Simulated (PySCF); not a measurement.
**How methods differ on the electron affinity of Mo**

Mo- [Kr] 4d5 5s2 (6S) → Mo [Kr] 4d5 5s1 (7S), as a difference of total energies. Calculation: PySCF 2.14, in def2-QZVPPD with the def2 core potential (28 electrons) (7s5p4d3f2g, 81 functions); a scalar-relativistic core potential. Correlated levels: valence and next inner shell: nothing frozen outside the core potential. The calculations carry no spin-orbit coupling.

```csv
method,electron affinity (eV),error (eV)
UHF,-0.553,-1.300
MP2 (valence and next inner shell),0.284,-0.463
SCS-MP2 (valence and next inner shell),0.413,-0.334
CCSD (valence and next inner shell),0.455,-0.292
CCSD(T) (valence and next inner shell),0.620,-0.127
```

Reference: 0.747 eV (measured; photodetachment measurements, as compiled on the Wikipedia data page of electron affinities).

Errors of the correlated levels include the incompleteness of this basis.

A negative affinity means that the anion lies above the atom at that level of theory.

The coupled-cluster amplitudes are large for Mo- (T1 above 0.03 or a double amplitude above 0.15), so a single reference is strained.
